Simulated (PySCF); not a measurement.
PySCF job for 1,1-dibromo-2-chloroethene (C2HBr2Cl), SMILES ClC=C(Br)Br, B3LYP-D3(BJ)/def2-SVP. Coordinates come from a B3LYP-D3(BJ)/def2-SVP optimisation.

```python
import numpy as np
from pyscf import gto, scf, dft, df
from pyscf.hessian import thermo

mol = gto.M(
    atom='''
    Cl    1.37091007    2.43731154    0.00000000
    C     1.38426367    0.71313579    0.00000000
    C     0.28337674   -0.05127960    0.00000000
    Br   -1.47048433    0.63461297    0.00000000
    Br    0.45079711   -1.93939263    0.00000000
    H     2.37773887    0.26185496    0.00000000
    ''',
    basis='def2-SVP',
    charge=0,
    spin=0,
    max_memory=1600,
    verbose=3,
)
mf = dft.RKS(mol, xc='b3lyp').density_fit(auxbasis='def2-universal-jkfit')
mf.disp = 'd3bj'
mf.grids.level = 3
mf.conv_tol = 1e-11
mf.max_cycle = 100
mf.kernel()

# [left out here: the lines that compute and print the analytic Hessian (its translational invariance restored by hand, since the grid's response is missing), thermochemistry and intensities]
```

Log of the run:

```
converged SCF energy = -5684.54226334037

WARN: DFTD3 does not support analytical Hessian, using finite difference


WARN: Mole.unit (angstrom) is changed to Bohr

Mode                                 0                   1                   2
Irrep
Freq [cm^-1]                      138.0303            178.6426            188.2774
Reduced mass [au]                  39.0567             36.7287              6.5046
Force const [Dyne/A]                0.4384              0.6906              0.1359
Char temp [K]                     198.5949            257.0269            270.8893
Normal mode                   x     y     z       x     y     z       x     y     z
       0  Cl                -0.12 -0.00  0.00    0.00  0.05 -0.00   -0.00 -0.00 -0.07
       1   C                 0.01 -0.00 -0.00    0.04  0.04  0.00   -0.00 -0.00  0.20
       2   C                 0.03 -0.03 -0.00    0.06  0.02  0.00   -0.00 -0.00  0.14
       3  Br                 0.06  0.04  0.00    0.04 -0.06  0.00   -0.00  0.00  0.00
       4  Br                -0.01 -0.03  0.00   -0.06  0.03 -0.00    0.00 -0.00 -0.03
       5   H                 0.03  0.05 -0.00    0.05  0.06  0.00   -0.00 -0.00  0.30
Mode                                 3                   4                   5
Irrep
Freq [cm^-1]                      293.4523            427.1457            522.9006
Reduced mass [au]                  30.4109              4.7766              8.5933
Force const [Dyne/A]                1.5430              0.5135              1.3844
Char temp [K]                     422.2125            614.5676            752.3376
Normal mode                   x     y     z       x     y     z       x     y     z
       0  Cl                -0.04 -0.11 -0.00    0.00 -0.00 -0.01    0.02  0.01 -0.00
       1   C                 0.02 -0.07  0.00   -0.00  0.00  0.11   -0.20  0.00  0.00
       2   C                -0.01 -0.01  0.00    0.00 -0.00 -0.24   -0.15 -0.03  0.00
       3  Br                 0.01 -0.01  0.00   -0.00  0.00  0.01    0.04 -0.01  0.00
       4  Br                 0.00  0.07 -0.00    0.00 -0.00  0.01    0.00  0.01 -0.00
       5   H                 0.01 -0.09  0.00   -0.00  0.00  0.37   -0.22 -0.04  0.00
Mode                                 6                   7                   8
Irrep
Freq [cm^-1]                      787.8265            804.1267            873.1034
Reduced mass [au]                  13.1423              1.3198              5.7847
Force const [Dyne/A]                4.8060              0.5028              2.5981
Char temp [K]                    1133.5070           1156.9594           1256.2015
Normal mode                   x     y     z       x     y     z       x     y     z
       0  Cl                 0.00  0.06 -0.00    0.00  0.00 -0.01    0.01 -0.05  0.00
       1   C                 0.00 -0.14 -0.00   -0.00 -0.00  0.14   -0.09  0.17 -0.00
       2   C                 0.04 -0.22  0.00    0.00 -0.00 -0.05    0.12 -0.12  0.00
       3  Br                -0.01  0.01  0.00   -0.00  0.00 -0.00   -0.01  0.00 -0.00
       4  Br                -0.00  0.02 -0.00   -0.00  0.00  0.00   -0.00  0.01  0.00
       5   H                 0.05 -0.03  0.00    0.00  0.00 -0.86   -0.02  0.32  0.00
Mode                                 9                  10                  11
Irrep
Freq [cm^-1]                     1246.3164           1634.1370           3217.4538
Reduced mass [au]                   1.1508              9.4014              1.0929
Force const [Dyne/A]                1.0532             14.7917              6.6661
Char temp [K]                    1793.1718           2351.1594           4629.1997
Normal mode                   x     y     z       x     y     z       x     y     z
       0  Cl                -0.01  0.01  0.00    0.00  0.01 -0.00   -0.00  0.00  0.00
       1   C                -0.02  0.06 -0.00   -0.15 -0.13  0.00    0.08 -0.03 -0.00
       2   C                 0.09 -0.01 -0.00    0.17  0.11 -0.00   -0.00 -0.00  0.00
       3  Br                -0.00  0.00 -0.00   -0.00  0.00  0.00   -0.00  0.00 -0.00
       4  Br                -0.00 -0.00  0.00   -0.00 -0.00 -0.00   -0.00  0.00  0.00
       5   H                -0.41 -0.83 -0.00   -0.06  0.15 -0.00   -0.87  0.38 -0.00
temperature 298.1500 [K]
pressure 101325.00 [Pa]
Rotational constants [GHz] 1.77906 0.91912 0.60603
Symmetry number 1
Zero-point energy (ZPE) 0.02349 [Eh]   61675.945 [J/mol]
                           tot       elec      trans        rot        vib
Entropy [J/mol/K]       348.091      0.000    176.030    126.200     45.861
Cv [J/mol/K]             75.202      0.000     12.472     12.472     50.259
Cp [J/mol/K]             83.517      0.000     20.786     12.472     50.259
Internal energy [J/mol]                      3718.434   3718.434  69537.592
Internal energy [Eh]   -5684.51295  -5684.54226
Enthalpy [J/mol]                             6197.391   3718.434  69537.592
Enthalpy [Eh]          -5684.51200
Gibbs free energy [J/mol]                  -46285.891 -33908.072  55864.047
Gibbs free energy [Eh] -5684.55153
static polarisability / bohr^3: [[69.089  4.2    0.   ]
 [ 4.205 85.667 -0.   ]
 [-0.    -0.    32.62 ]]
largest difference of analytic and finite-field dipole derivatives / e: 0.0011390769501231635
mode   freq/cm-1   IR/(km/mol)   Raman/(A^4/amu)   depolarisation
   1      138.03         0.477             1.458            0.674
   2      178.64         0.161             2.619            0.694
   3      188.28         0.055             1.090            0.750
   4      293.45         0.032             7.156            0.245
   5      427.15         6.962             2.275            0.750
   6      522.90         8.742             5.973            0.169
   7      787.83       116.624             0.791            0.273
   8      804.13        20.349             2.551            0.750
   9      873.10        58.155             2.669            0.363
  10     1246.32         6.737            10.288            0.494
  11     1634.14         9.498            39.609            0.217
  12     3217.45        11.513            85.281            0.293
max |gradient| / (hartree/bohr): 3.807129997584254e-05
APT charges: [-0.2629  0.1263  0.4669 -0.1766 -0.2171  0.0634]
```

The calculation finished and met its thresholds.

Cost: about 5 core-minutes (a rough figure).
